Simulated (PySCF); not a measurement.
Spinor energies of Ta³⁵⁺ (tantalum, charge +35)

Start: [Kr] 4d2; 4d3/2 filled at m_j = +1/2, +3/2. Calculated with PySCF 2.14 in an even-tempered Gaussian basis (17 s from 3.7 bohr⁻², ratio 2.8; 14 p from 4.8 bohr⁻², ratio 2.8; 9 d from 4.8 bohr⁻², ratio 2.8; 3 f from 18 bohr⁻², ratio 3): generalised Hartree-Fock with the X2C-1e Hamiltonian and a Gaussian nucleus; one run each with spin-orbit coupling (SO) switched off, then screened by Boettger's factors.

```
spinor shell  electrons  ε, spin-free (eV)  ε, screened SO (eV)  weight of nominal j (screened SO)  rms radius, screened SO (bohr)
       1s1/2          2           -69234.7             -69214.1                              1.000                          0.0211
       2s1/2          2           -13247.0             -13239.9                              1.000                          0.0854
       2p1/2          2           -11792.7             -12700.1                              1.000                          0.0726
       3s1/2          2            -4184.8              -4182.1                              1.000                           0.216
       3p1/2          2            -3742.2              -3944.4                              1.000                           0.207
       3p3/2          4            -3742.2              -3657.1                              1.000                           0.222
       3d3/2          4            -3228.7              -3266.3                              1.000                           0.195
       3d5/2          6            -3228.7              -3200.8                              1.000                           0.199
       4s1/2          2            -1835.2              -1834.2                              1.000                           0.454
       4p1/2          2            -1665.8              -1732.6                              0.999                           0.454
       4p3/2          4            -1665.8              -1636.9                              1.000                           0.482
       4d3/2          2            -1482.6              -1491.7                              0.997                           0.465
```

Where does 2p3/2 lie, and what is the 2p spin-orbit splitting (screened SO)?

At -11421.3 eV, 1278.8 eV above 2p1/2.

```json
{"quantity": "E (hartree)", "spin-free": "-14893.09503", "screened SO": "-14911.33806"}
{"quantity": "M_J", "spin-free": "2", "screened SO": "2"}
{"quantity": "⟨J²⟩", "spin-free": "8.002", "screened SO": "6.023"}
{"quantity": "⟨L²⟩", "spin-free": "12.001", "screened SO": "10.274"}
{"quantity": "⟨S²⟩", "spin-free": "2.000", "screened SO": "1.582"}
```

Each row is a mean over spinors that exchange with the open shell spreads, by up to 16.487 eV (4p1/2).

Breit and QED terms are absent; they matter most for the inner s and p1/2 levels.

Densities and radii are taken from the X2C orbitals without a picture-change correction, which distorts them close to the nucleus.

Without spin-orbit coupling the j labels of p, d and f shells carry no meaning; the spin-free column gives the mean over the occupied spinors of each nl shell, and its ⟨J²⟩ belongs to a mixture of degenerate components.
